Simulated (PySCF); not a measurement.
H2O2Y, SMILES [OH][Y][OH] (connectivity only; charge and spin as stated), neutral, multiplicity 2. Geometry: PBE-D3(BJ)/def2-TZVP. The def2 effective core potentials stand for the cores of Y; spin–orbit coupling is left out. The values are those of a single conformer.

Method: PBE-D3(BJ)/def2-TZVP in PySCF 2.14.0.

Harmonic wavenumbers (cm⁻¹): 116, 293, 348, 355, 361, 613, 630, 3831, 3831. Rotational constants (GHz): 17.82, 4.734, 3.740; symmetry number 2.

Q: Work out the zero-point energy and the ideal-gas rigid-rotor harmonic-oscillator thermochemistry at 298.15 K and 1 atm.

A: ZPE = ½ Σ hcν = ½ × 10378 cm⁻¹ = 14.84 kcal/mol. H − E(el) = 18.78 kcal/mol. Entropy in cal/(mol K): translation 40.33, rotation 23.06, vibration 8.89, spin 1.38, total 73.66. G − E(el) = -3.19 kcal/mol. Cp = 18.24 cal/(mol K). Modes under 150 cm⁻¹ make the vibrational entropy uncertain.
